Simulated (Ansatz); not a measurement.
Species: CH4FGe, charge 0, doublet. CH4FGe (SMILES [CH3][GeH][F], doublet).
B3LYP-D3(BJ)/def2-TZVP minimum from Ansatz (a quantum-chemistry and plane-wave program):
```xyz
7

Ge     0.2898    -0.2760     0.0517
C     -1.6823    -0.3566     0.0558
F      0.6710     1.3877    -0.4064
H      0.9089    -0.4256     1.4786
H     -2.0121    -1.3261     0.4278
H     -2.0473     0.4347     0.7128
H     -2.0674    -0.2006    -0.9497
```
Charge 0, spin multiplicity 2.

Atomisation energy term by term, kcal/mol (programs: Ansatz). Open shells are spin-unrestricted; no spin-orbit coupling. Correlated methods leave the cores frozen (noble-gas shells, and filled d and f shells in the p block). No relativity. CBS(X,Y): correlation extrapolated as X^-3, Hartree-Fock from the larger set. A bracket is a step between two methods taken in the basis named. For partners of very few electrons the exact lower level stands in for a higher one.

```csv
term,basis,kcal/mol
Hartree-Fock,cc-pVQZ,408.40
CCSD correlation,"CBS(cc-pVTZ,cc-pVQZ)",134.49
(T),"CBS(cc-pVTZ,cc-pVQZ)",8.08
CCSDT(Q) - CCSD(T),cc-pVDZ,0.64
sum: De,,551.6
```
